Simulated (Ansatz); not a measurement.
Start from `C=CBr` and change one atom or group to get `C=[C]([GeH3])Br`.

Ansatz, PBE0-D4/def2-TZVP geometries, multiplicity 1. 

Scalar relativity is left out up to krypton.

```tsv
property	`C=CBr`
HOMO–LUMO gap (PBE0/def2-TZVPP) / eV	7.08
size of the dipole moment (PBE/def2-TZVPP) / D	1.33
LUMO energy (PBE/def2-TZVPP) / eV	-1.36
LUMO energy (B3LYP/def2-TZVPP) / eV	-0.59
size of the dipole moment (B3LYP/def2-TZVPP) / D	1.42
HOMO–LUMO gap (PBE/def2-TZVPP) / eV	4.94
```

(1) What does the change do to each property? (Estimate.)

Results:

(1) Ansatz gave: 
```
                                        property  `C=[C]([GeH3])Br`  shift
            HOMO–LUMO gap (PBE0/def2-TZVPP) / eV               6.83  -0.25
  size of the dipole moment (PBE/def2-TZVPP) / D               1.31  -0.02
               LUMO energy (PBE/def2-TZVPP) / eV              -1.62  -0.26
             LUMO energy (B3LYP/def2-TZVPP) / eV              -0.87  -0.28
size of the dipole moment (B3LYP/def2-TZVPP) / D               1.42   0.00
             HOMO–LUMO gap (PBE/def2-TZVPP) / eV               4.73  -0.21
```

Dipoles are sizes alone; their direction can turn.

B3LYP here is the variant with VWN-RPA as its local correlation; programs differ in this.

Spin–orbit coupling is left out; it splits and shifts lone-pair levels of the heavy atoms by tenths of an eV.
